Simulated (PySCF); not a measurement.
## Excitation energy of Ru²⁺ by level of theory

Ru²⁺ [Kr] 4d6 (5D) → Ru²⁺ [Kr] 4d5 5s1 (7S), as a difference of total energies. Computed with PySCF 2.14 in x2c-QZVPPall (13s8p7d4f2g, 118 functions), with scalar relativity by spin-free X2C-1e. Correlated levels: valence: [Kr] frozen; valence and next inner shell: [Ar] 3d10 frozen. The calculations carry no spin-orbit coupling.

| method | excitation energy (cm⁻¹) |
| --- | --- |
| UHF | 20426 |
| LDA | 25234 |
| PBE | 25541 |
| PBE0 | 26128 |
| r2SCAN | 23560 |
| PBEsol | 25151 |
| M06-L | 32750 |
| LC-wPBE | 28753 |
| MP2 (valence) | 25927 |
| SCS-MP2 (valence) | 31286 |
| MP2 (valence and next inner shell) | 23276 |
| SCS-MP2 (valence and next inner shell) | 26758 |

A first-order spin-orbit estimate (lowest level to lowest level, LS coupling) adds 0.143 eV.

The basis was made for the ground configuration and has no added diffuse functions, so the excitation energy can come out too high.
